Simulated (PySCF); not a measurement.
sesquifulvalene (C₁₂H₁₀), SMILES C1=CC=CC(=C2C=CC=C2)C=C1.

Geometry optimised at PBE-D3(BJ)/def2-SVP.

Two levels are set side by side: TDA-PBE/def2-SVP (PySCF) and TDA-PBE0/def2-SVP (PySCF). Vertical, same geometry. The lowest singlet is HOMO→LUMO 97 % with PBE and HOMO→LUMO 98 % with the other functional; states are paired by order. Differences are taken from unrounded values.

```tsv
quantity	TDA-PBE0	TDA-PBE	TDA-PBE minus TDA-PBE0
lowest singlet excitation (eV)	2.35	1.54	-0.81
lowest triplet excitation (TDA) (eV)	1.57	1.45	-0.12
first bright state (f over 0.05) (eV)	3.92	3.91	0.00
its oscillator strength	1.14	1.00	-0.15
```

Functionals without exact exchange tend to place singlet excitations lower, as here. Differences between two approximate levels are no errors against the true value.

Rough cost on one machine, each run with all the roots and properties that it gave: TDA-PBE0 against TDA-PBE within a factor of 2.
